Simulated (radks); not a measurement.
The numbers below are computed, except where a source is named.
Q: All-electron atom: Eu32+ in [Ar] 3d10 4s2 4p1. Level of theory: scalar-relativistic Kohn-Sham, LDA (Slater exchange, VWN5 correlation), spin-polarised, spherical densities, finite nucleus; open shells are filled with parallel spins first (spin-orbit coupling, left out, can overturn this in heavy ions); Fermi nuclear charge, rms radius 5.1115 fm (a radial shooting solver on a logarithmic mesh with Libxc functionals). Some entries of the table are withheld. Estimate them.

| orbital | occ. | eigenvalue (hartree) | r(max) (bohr) | <1/r> (bohr^-1) |
|---|---|---|---|---|
| 1s up | 1 | -1821.152 | 0.01421 | 70.16 |
| 1s down | 1 | -1821.123 | 0.01421 | 70.16 |
| 2s up | 1 | -336.3440 | 0.08056 | 16.29 |
| 2s down | 1 | -336.3254 | 0.08056 | 16.29 |
| 2p up | 3 | -304.8508 | 0.06507 | 15.25 |
| 2p down | 3 | -304.8254 | 0.06507 | 15.25 |
| 3s up | 1 | -106.5550 | 0.2272 | 6.057 |
| 3s down | 1 | -106.5232 | 0.2272 | 6.058 |
| 3p up | 3 | (1) | (2) | (3) |
| 3p down | 3 | (4) | (5) | (6) |
| 3d up | 5 | -83.87025 | 0.1808 | 5.438 |
| 3d down | 5 | -83.83850 | 0.1808 | 5.440 |
| 4s up | 1 | -49.65830 | 0.4914 | 2.908 |
| 4s down | 1 | -49.49809 | 0.4910 | 2.910 |
| 4p up | 1 | -45.96831 | 0.5023 | 2.761 |
| 4p down | 0 | -45.80845 | 0.5019 | 2.762 |

A: 
(1) 3p up eigenvalue (hartree): -96.72818
(2) 3p up r(max) (bohr): 0.2223
(3) 3p up <1/r> (bohr^-1): 5.718
(4) 3p down eigenvalue (hartree): -96.69345
(5) 3p down r(max) (bohr): 0.2223
(6) 3p down <1/r> (bohr^-1): 5.719
